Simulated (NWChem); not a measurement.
System meant: C4H5, doublet; SMILES [CH]=CC=C

The following NWChem deck was run.

```
start job
memory heap 200 mb stack 900 mb global 1100 mb
geometry units angstroms noautoz
  C     -0.059780     1.930971     0.000000
  C      0.416429     0.698124     0.000000
  C     -0.398450    -0.523360     0.000000
  C      0.116089    -1.760988     0.000000
  H     -1.031522     2.409813     0.000000
  H      1.499344     0.546655     0.000000
  H     -1.478711    -0.386132     0.000000
  H      1.190273    -1.932159     0.000000
  H     -0.519069    -2.641697     0.000000
end
basis spherical
  * library def2-svp
end
dft
  odft
  mult 2
  xc xpbe96 cpbe96
  iterations 4
  mulliken
end
task dft energy
```

End of the output:

```
     --------------------------
     Expectation value of S2:
     --------------------------
      <S2> =      0.7590 (Exact =     0.7500)

 center of mass
 --------------
 x =   0.01258708 y =   0.07123248 z =   0.00000000

 moments of inertia (a.u.)
 ------------------
         386.058297544640           0.000000000000           0.000000000000
           0.000000000000          40.802977448223           0.000000000000
           0.000000000000           0.000000000000         426.861274992863

     Multipole analysis of the density
     ---------------------------------

     L   x y z        total         alpha         beta         nuclear
     -   - - -        -----         -----         ----         -------
     0   0 0 0     -0.000000    -15.000000    -14.000000     29.000000

     1   1 0 0     -0.180515     -0.198726      0.018211      0.000000
     1   0 1 0     -0.209589     -2.124141      1.914552     -0.000000
     1   0 0 1     -0.000000     -0.000000     -0.000000      0.000000

     2   2 0 0    -16.440428    -25.664288    -23.921472     33.145333
     2   1 1 0     -1.307377      0.481424      1.774553     -3.563354
     2   1 0 1      0.000000     -0.000000      0.000000      0.000000
     2   0 2 0    -17.816383   -129.132856   -111.914377    223.230850
     2   0 1 1     -0.000000      0.000000     -0.000000      0.000000
     2   0 0 2    -20.312582    -10.509902     -9.802680      0.000000

 ------------------------------------------------------------------------
 dft energy failed                                                                                  0
 ------------------------------------------------------------------------
 ------------------------------------------------------------------------
  current input line :
    24: task dft energy
 ------------------------------------------------------------------------
 ------------------------------------------------------------------------
 This type of error is most commonly associated with calculations not reaching convergence criteria
 ------------------------------------------------------------------------
 For more information see the NWChem manual at https://nwchemgit.github.io

0:dft energy failed:Received an Error in Communication
```

Problem. Can this run be used? If not, why, and what is the fix?

Solution. The run did not converge; its last values are not results. Cause: the SCF was allowed too few iterations. This input runs:
```
start job
memory heap 200 mb stack 900 mb global 1100 mb
geometry units angstroms noautoz
  C     -0.059780     1.930971     0.000000
  C      0.416429     0.698124     0.000000
  C     -0.398450    -0.523360     0.000000
  C      0.116089    -1.760988     0.000000
  H     -1.031522     2.409813     0.000000
  H      1.499344     0.546655     0.000000
  H     -1.478711    -0.386132     0.000000
  H      1.190273    -1.932159     0.000000
  H     -0.519069    -2.641697     0.000000
end
basis spherical
  * library def2-svp
end
dft
  odft
  mult 2
  xc xpbe96 cpbe96
  iterations 150
  mulliken
end
task dft energy
```
It converges to -154.97501 Ha (PBE/def2-SVP, spin-unrestricted).
